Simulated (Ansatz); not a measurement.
The lowest singlet and triplet of NH2 (SMILES [NH2+]); geometries from B3LYP-D3(BJ)/def2-TZVP, each state relaxed from the structure named, with no frequency check.
Singlet (charge 1, multiplicity 1):
```xyz
3

N      0.000     0.137     0.022
H     -0.849    -0.482    -0.078
H      0.852    -0.478    -0.078
```
Triplet (charge 1, multiplicity 3):
```xyz
3

N      0.0001    -0.0512     0.0000
H     -1.0110     0.1766     0.0000
H      1.0100     0.1820     0.0000
```

A positive gap puts the triplet lower; no zero-point energy. R- takes a restricted singlet. The triplet is unrestricted in single-reference levels. Active spaces average the two states.

Correlated levels freeze the cores.

Codes used: Ansatz (Gaussian orbitals). Each number belongs to the level named beside it.

What gap E(singlet) − E(triplet), adiabatic does R-SCS-MP2/cc-pVQZ give?

27.8 kcal/mol

What gap E(singlet) − E(triplet), adiabatic does R-HF/cc-pVTZ give?

50.6 kcal/mol

What gap E(singlet) − E(triplet), adiabatic does SC-NEVPT2 on SA-CASSCF(6,6)/cc-pVDZ give?

31.5 kcal/mol

Doubts at one or more of the structures used: a restricted determinant that unrestricted orbitals would lower (R-HF/cc-pVTZ, R-SCS-MP2/cc-pVQZ).

Ansatz is a quantum-chemistry and plane-wave program.
